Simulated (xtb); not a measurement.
C2H5S (SMILES CC[S]), doublet, geometry from GFN2-xTB; GFN2-xTB run with xtb.

The xtb input:
```
$ xtb mol.xyz --gfn 2 --uhf 1 --acc 30 --json

# file mol.xyz
8

C      1.48255365     0.65932309    -0.01655837
C     -0.03154429     0.78395239     0.00248490
S     -0.84471660    -0.82371473     0.00823708
H     -0.37104627     1.31200621     0.89543533
H     -0.39297317     1.31674827    -0.87896880
H      1.93395512     1.64948226    -0.01949031
H      1.83064329     0.11841436     0.86042594
H      1.80883038     0.12313177    -0.90475459
```

The log (banner, timings and long lists left out):

```
   ID    Z sym.   atoms
    1    6 C      1, 2
    2   16 S      3
    3    1 H      4-8

           -------------------------------------------------
          |                Calculation Setup                |
           -------------------------------------------------

           -------------------------------------------------
          |                 G F N 2 - x T B                 |
           -------------------------------------------------

          ...................................................
          :                      SETUP                      :
          :.................................................:
          :  # basis functions                  23          :
          :  # atomic orbitals                  22          :
          :  # shells                           12          :
          :  # electrons                        19          :
          :  max. iterations                   250          :
          :  Hamiltonian                  GFN2-xTB          :
          :  restarted?                      false          :
          :  GBSA solvation                  false          :
          :  PC potential                    false          :
          :  electronic temp.          300.0000000     K    :
          :  accuracy                   30.0000000          :
          :  -> integral cutoff          0.2000000E+02      :
          :  -> integral neglect         0.3000000E-06      :
          :  -> SCF convergence          0.3000000E-04 Eh   :
          :  -> wf. convergence          0.3000000E-02 e    :
          :  Broyden damping             0.4000000          :
          :  net charge                          0          :
          :  unpaired electrons                  1          :
          ...................................................

 iter      E             dE          RMSdq      gap      omega  full diag
   1    -10.1209135 -0.101209E+02  0.352E+00    5.87       0.0  T
   2    -10.1304467 -0.953324E-02  0.519E+00    5.48       1.0  T
   3    -10.1385019 -0.805515E-02  0.167E+00    5.54       1.0  T
   4    -10.1388729 -0.371066E-03  0.910E-01    5.58       1.0  T
   5    -10.1392842 -0.411300E-03  0.278E-01    5.53       1.0  T
   6    -10.1392902 -0.599250E-05  0.116E-01    5.54       1.0  T
   7    -10.1392971 -0.687102E-05  0.559E-02    5.53       1.0  T
   8    -10.1392970  0.108779E-06  0.573E-02    5.53       1.0  T
   9    -10.1392980 -0.105969E-05  0.187E-02    5.53       1.9  T
  10    -10.1392981 -0.115651E-06  0.352E-03    5.53      10.0  T

   *** convergence criteria satisfied after 10 iterations ***

         :::::::::::::::::::::::::::::::::::::::::::::::::::::
         ::                     SUMMARY                     ::
         :::::::::::::::::::::::::::::::::::::::::::::::::::::
         :: total energy             -10.031873175643 Eh    ::
         :: gradient norm              0.000025142824 Eh/a0 ::
         :: HOMO-LUMO gap              5.533856003453 eV    ::
         ::.................................................::
         :: SCC energy               -10.139297620785 Eh    ::
         :: -> isotropic ES            0.003374986642 Eh    ::
         :: -> anisotropic ES          0.001138196894 Eh    ::
         :: -> anisotropic XC          0.005311579294 Eh    ::
         :: -> dispersion             -0.003313991770 Eh    ::
         :: repulsion energy           0.107424445142 Eh    ::
         :: add. restraining           0.000000000000 Eh    ::
         :: total charge               0.000000000000 e     ::
         :::::::::::::::::::::::::::::::::::::::::::::::::::::

           -------------------------------------------------
          |                Property Printout                |
           -------------------------------------------------

    * Orbital Energies and Occupations

         #    Occupation            Energy/Eh            Energy/eV
      -------------------------------------------------------------
[...]
         4        2.0000           -0.5292225             -14.4009
         5        2.0000           -0.5145135             -14.0006
         6        2.0000           -0.4933292             -13.4242
         7        2.0000           -0.4655338             -12.6678
         8        2.0000           -0.4548922             -12.3782
         9        1.5530           -0.3790537             -10.3146
        10        1.4470           -0.3786496             -10.3036 (HOMO)
        11                         -0.1752842              -4.7697 (LUMO)
        12                         -0.0065482              -0.1782
        13                         -0.0022188              -0.0604
        14                          0.0057651               0.1569
        15                          0.0130746               0.3558
        16                          0.1052414               2.8638
        17                          0.1450937               3.9482
        18                          0.1578792               4.2961
        19                          0.1786586               4.8615
        20                          0.2258946               6.1469
        21                          0.2746462               7.4735
        22                          0.3253429               8.8530
      -------------------------------------------------------------
                  HL-Gap            0.2033655 Eh            5.5339 eV
             Fermi-level           -0.3279093 Eh           -8.9229 eV

     #   Z          covCN         q      C6AA      α(0)
     1   6 C        3.785    -0.103    22.474     6.753
     2   6 C        3.795     0.001    20.566     6.458
     3  16 S        1.007    -0.164   146.054    20.440
     4   1 H        0.925     0.058     2.222     2.331
     5   1 H        0.925     0.058     2.222     2.331
     6   1 H        0.925     0.045     2.379     2.412
     7   1 H        0.925     0.052     2.292     2.368
     8   1 H        0.925     0.052     2.292     2.368

 Mol. C6AA /au·bohr⁶  :        831.564229
 Mol. C8AA /au·bohr⁸  :      25690.431822
 Mol. α(0) /au        :         45.460386

Wiberg/Mayer (AO) data.
largest (>0.10) Wiberg bond orders for each atom

 ---------------------------------------------------------------------------
     #   Z sym  total        # sym  WBO       # sym  WBO       # sym  WBO
 ---------------------------------------------------------------------------
     1   6 C    3.977 --     2 C    1.015     7 H    0.986     8 H    0.986
                             6 H    0.979
     2   6 C    3.966 --     3 S    1.032     1 C    1.015     5 H    0.959
                             4 H    0.959
     3  16 S    1.085 --     2 C    1.032
     4   1 H    0.980 --     2 C    0.959
     5   1 H    0.980 --     2 C    0.959
     6   1 H    0.996 --     1 C    0.979
     7   1 H    0.996 --     1 C    0.986
     8   1 H    0.996 --     1 C    0.986
 ---------------------------------------------------------------------------

Topologies differ in total number of bonds
Writing topology from bond orders to xtbtopo.mol

molecular dipole:
                 x           y           z       tot (Debye)
 q only:        0.416       0.583      -0.004
   full:        0.524       0.859      -0.004       2.559
molecular quadrupole (traceless):
                xx          xy          yy          xz          yz          zz
 q only:        0.064      -0.565      -0.040      -0.003       0.007      -0.025
  q+dip:       -0.729      -1.859      -0.662       0.021       0.017       1.391
   full:       -0.525      -1.492      -0.417       0.014       0.015       0.942

           -------------------------------------------------
          | TOTAL ENERGY              -10.031873175643 Eh   |
          | GRADIENT NORM               0.000025142824 Eh/α |
          | HOMO-LUMO GAP               5.533856003453 eV   |
           -------------------------------------------------

normal termination of xtb
```
